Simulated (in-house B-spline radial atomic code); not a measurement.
Checks on a self-consistent run for Ce3+, [Ne] 3s1 (3p1/2)1 (3p3/2)4 3d10 4s2 4p6 4d10 4f1 5s2 5p6 5d2. Computed with an all-electron radial atomic-structure program (B-spline basis): Dirac-Hartree-Fock, average of the jj configuration, Fermi nucleus of rms radius 4.8771 fm.

```csv
orbital,q,ε (Eh),<1/r>,<r²>,small-component weight
1s1/2,2,-1500.83002,63.3482,0.000820326,0.046108
2s1/2,2,-248.24244,14.9574,0.0129693,0.010042
2p1/2,2,-234.13333,14.8964,0.00955604,0.010033
2p3/2,4,-217.79426,13.5187,0.0107752,0.0094553
3s1/2,1,-57.80793,5.45002,0.0872923,0.0031371
3p1/2,1,-51.84662,5.35961,0.0823733,0.0030744
3p3/2,4,-48.28393,5.03304,0.0883126,0.0029351
3d3/2,4,-38.10548,4.89446,0.0714219,0.002804
3d5/2,6,-37.60798,4.80402,0.0733922,0.0027538
4s1/2,2,-13.80915,2.31645,0.431528,0.0010218
4p1/2,2,-11.44275,2.22047,0.45646,0.00095995
4p3/2,4,-10.71044,2.09407,0.490032,0.00089126
4d3/2,4,-6.72861,1.89352,0.56073,0.00075159
4d5/2,6,-6.59250,1.86623,0.573485,0.00073786
4f5/2,0.42857,-2.33183,1.51577,0.800182,0.0005064
4f7/2,0.57143,-2.32632,1.51217,0.803321,0.00050546
5s1/2,2,-3.09441,0.924836,2.29786,0.00023404
5p1/2,2,-2.30438,0.841856,2.74171,0.00019976
5p3/2,4,-2.17569,0.803206,2.94572,0.00018458
5d3/2,0.8,-1.19780,0.613741,4.95969,0.00011275
5d5/2,1.2,-1.18524,0.605216,5.07719,0.00011001
```

Electron-electron repulsion V_ee = 3055.7384 hartree.

(1) What total energy follows from the eigenvalues?

(2) Does the Dirac virial theorem hold?

(3) What diamagnetic shielding (Lamb formula) and susceptibility (Langevin formula) do the radii give?

## Answers

(1) The eigenvalues count the repulsion twice, so E = Σqε - V_ee = -5702.473 - 3055.738 = -8758.212 hartree; the run printed -8758.212.

(2) For a point nucleus E = -2c²Σq·w, with w the small-component weight. Here Σq·w = 0.23317 and c = 137.0360, so the ratio E/(-2c²Σq·w) is 1.000085; the finite nucleus accounts for the departure from 1.

(3) σ = (α²/3)Σq<1/r> = 365.521/(3·137.036²) = 6488.2 ppm, and χ = -0.79199×10⁻⁶·Σq<r²> = -34.44×10⁻⁶ cm³/mol with Σq<r²> = 43.483 bohr². Both are non-relativistic formulas without the paramagnetism of open shells; for so heavy an element the full relativistic shielding is larger by tens of per cent.
